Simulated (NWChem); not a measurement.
System: ZnH2; SMILES [ZnH2]

The following NWChem deck was run.

```
start job
memory heap 200 mb stack 900 mb global 1100 mb
geometry units angstroms
  Zn     0.000000    -0.000000     0.000000
  H      0.261034    -1.473697     0.088711
  H     -0.261034     1.473697    -0.088711
end
basis spherical
  * library 6-31g*
end
dft
  xc hfexch
  iterations 150
end
driver
  maxiter 150
  trust 0.05
end
task dft optimize
```

Output (shortened):

```
             Northwest Computational Chemistry Package (NWChem) 7.3.0
             --------------------------------------------------------

 ORDER OF PRIMARY AXIS IS BEING SET TO 4
 D4H symmetry detected

 AUTOZ failed to generate good internal coordinates.
 Cartesian coordinates will be used in optimizations.

                             Geometry "geometry" -> ""
                             -------------------------

 Output coordinates in angstroms (scale by  1.889725989 to convert to a.u.)

  No.       Tag          Charge          X              Y              Z
 ---- ---------------- ---------- -------------- -------------- --------------
    1 Zn                  30.0000     0.00000000     0.00000000     0.00000000
    2 H                    1.0000     0.00000000     0.00000000    -1.49926357
    3 H                    1.0000     0.00000000     0.00000000     1.49926357

 Effective nuclear repulsion energy (a.u.)      21.3539662430

      Symmetry information
      --------------------

 Group name             D4h
 Group number             28
 Group order              16
 No. of unique centers     2

  xc_inp: hfexch multiplicative factor not found.

                           NWChem Geometry Optimization
                           ----------------------------

 maximum gradient threshold         (gmax) =   0.000450
 rms gradient threshold             (grms) =   0.000300
 maximum cartesian step threshold   (xmax) =   0.001800
 rms cartesian step threshold       (xrms) =   0.001200
 fixed trust radius                (trust) =   0.050000
 source of zmatrix                         =

          -------------------
          Energy Minimization
          -------------------

 Using diagonal initial Hessian

          --------
          Step   0

                                 NWChem DFT Module
                                 -----------------

 Summary of "ao basis" -> "ao basis" (spherical)
 ------------------------------------------------------------------------------
       Tag                 Description            Shells   Functions and Types
 ---------------- ------------------------------  ------  ---------------------
 Zn                          6-31g*                 12       34   5s4p2d1f
 H                           6-31g*                  2        2   2s

      Symmetry analysis of basis
      --------------------------

        a1g         9
        a1u         0
        a2g         0
        a2u         7
        b1g         2
        b1u         1
        b2g         2
        b2u         1
        eg          4
        eu         12

            General Information
            -------------------
          SCF calculation type: DFT
          Wavefunction type:  closed shell.
          No. of atoms     :     3
          No. of electrons :    32
           Alpha electrons :    16
            Beta electrons :    16
          Charge           :     0
          Spin multiplicity:     1
          Use of symmetry is: on ; symmetry adaption is: on
          Maximum number of iterations: 150
          AO basis - number of functions:    38
                     number of shells:    16
          Convergence on energy requested:  1.00D-06
          Convergence on density requested:  1.00D-05
          Convergence on gradient requested:  5.00D-04

              XC Information
              --------------
                     Hartree-Fock (Exact) Exchange  1.000

      Superposition of Atomic Density Guess
      -------------------------------------

 Sum of atomic energies:       -1778.47755279

      Non-variational initial energy
      ------------------------------

 Total energy =   -1778.611020
 1-e energy   =   -2527.933081
 2-e energy   =     727.968095
 HOMO         =      -0.308821
 LUMO         =       0.049736

      Symmetry analysis of molecular orbitals - initial
      -------------------------------------------------

 !! scf_movecs_sym_adapt:    6 vectors were symmetry contaminated

  Symmetry fudging

 !! scf_movecs_sym_adapt:    4 vectors were symmetry contaminated

  Numbering of irreducible representations:

     1 a1g         2 a1u         3 a2g         4 a2u         5 b1g
     6 b1u         7 b2g         8 b2u         9 eg         10 eu

  Orbital symmetries:

     1 a1g         2 a1g         3 a2u         4 eu          5 eu
     6 a1g         7 a2u         8 eu          9 eu         10 a1g
    11 eg         12 eg         13 b1g        14 b2g        15 a1g
    16 a2u        17 eu         18 eu         19 a1g        20 a2u
    21 a1g        22 eu         23 eu         24 a2u        25 a1g
    26 a2u

 !! scf_movecs_sym_adapt:    6 vectors were symmetry contaminated

  Symmetry fudging

 !! scf_movecs_sym_adapt:    2 vectors were symmetry contaminated

   convergence    iter        energy       DeltaE   RMS-Dens  Diis-err
 ---------------- ----- ----------------- --------- --------- ---------
 d= 0,ls=0.0,diis     1  -1778.5870809875 -1.80D+03  8.21D-03  5.83D-02

 !! scf_movecs_sym_adapt:    4 vectors were symmetry contaminated

  Symmetry fudging

 !! scf_movecs_sym_adapt:    4 vectors were symmetry contaminated

 d= 0,ls=0.0,diis     2  -1778.5981257388 -1.10D-02  1.75D-03  1.38D-02

 !! scf_movecs_sym_adapt:    4 vectors were symmetry contaminated

  Symmetry fudging

 !! scf_movecs_sym_adapt:    4 vectors were symmetry contaminated

 d= 0,ls=0.0,diis     3  -1778.5993922355 -1.27D-03  1.48D-03  2.36D-03

 !! scf_movecs_sym_adapt:    2 vectors were symmetry contaminated

  Symmetry fudging
 d= 0,ls=0.0,diis     4  -1778.5996953534 -3.03D-04  2.20D-04  2.22D-05

 !! scf_movecs_sym_adapt:    2 vectors were symmetry contaminated

  Symmetry fudging

 !! scf_movecs_sym_adapt:    2 vectors were symmetry contaminated

 d= 0,ls=0.0,diis     5  -1778.5997009848 -5.63D-06  3.89D-05  5.82D-07
 d= 0,ls=0.0,diis     6  -1778.5997011684 -1.84D-07  5.11D-06  1.01D-08

         Total DFT energy =    -1778.599701168441
      One electron energy =    -2526.984413627843
           Coulomb energy =      797.429118149735
    Exchange-Corr. energy =      -70.398371933283
 Nuclear repulsion energy =       21.353966242951

 Numeric. integr. density =        0.000000000000

                  Occupations of the irreducible representations
                  ----------------------------------------------

                     irrep           alpha         beta
                     --------     --------     --------
                     a1g               5.0          5.0
                     a1u               0.0          0.0
                     a2g               0.0          0.0
                     a2u               3.0          3.0
                     b1g               1.0          1.0
                     b1u               0.0          0.0
                     b2g               1.0          1.0
                     b2u               0.0          0.0
                     eg                2.0          2.0
                     eu                4.0          4.0

                       DFT Final Molecular Orbital Analysis
                       ------------------------------------

 Vector   14  Occ=2.000000D+00  E=-7.724345D-01  Symmetry=eg
              MO Center= -6.3D-17,  4.2D-17, -9.4D-17, r^2= 2.6D-01
   Bfn.  Coefficient  Atom+Function         Bfn.  Coefficient  Atom+Function
  ----- ------------  ---------------      ----- ------------  ---------------
    21      0.648743  1 Zn d  1              19      0.382316  1 Zn d -1
    26      0.371303  1 Zn d  1              24      0.218816  1 Zn d -1

[...]

      ----------------------
      Optimization converged
      ----------------------

  Step       Energy      Delta E   Gmax     Grms     Xrms     Xmax
  ---- ---------------- -------- -------- -------- -------- --------
@    3   -1778.60267382 -1.7D-08  0.00001  0.00000  0.00003  0.00006
                                     ok       ok       ok       ok

                         Geometry "geometry" -> "geometry"
                         ---------------------------------

 Output coordinates in angstroms (scale by  1.889725989 to convert to a.u.)

  No.       Tag          Charge          X              Y              Z
 ---- ---------------- ---------- -------------- -------------- --------------
    1 Zn                  30.0000     0.00000000     0.00000000     0.00000000
    2 H                    1.0000     0.00000000     0.00000000    -1.57513082
    3 H                    1.0000     0.00000000     0.00000000     1.57513082

 Effective nuclear repulsion energy (a.u.)      20.3254378404

      Symmetry information
      --------------------

 Group name             D4h
 Group number             28
 Group order              16
 No. of unique centers     2

 ==============================================================================
                                internuclear distances
 ------------------------------------------------------------------------------
       center one      |      center two      | atomic units |  angstroms
 ------------------------------------------------------------------------------
    2 H                |   1 Zn               |     2.97657  |     1.57513
    3 H                |   1 Zn               |     2.97657  |     1.57513
 ------------------------------------------------------------------------------
                         number of included internuclear distances:          2
 ==============================================================================
```

Level: Hartree-Fock/6-31G* (spherical d).
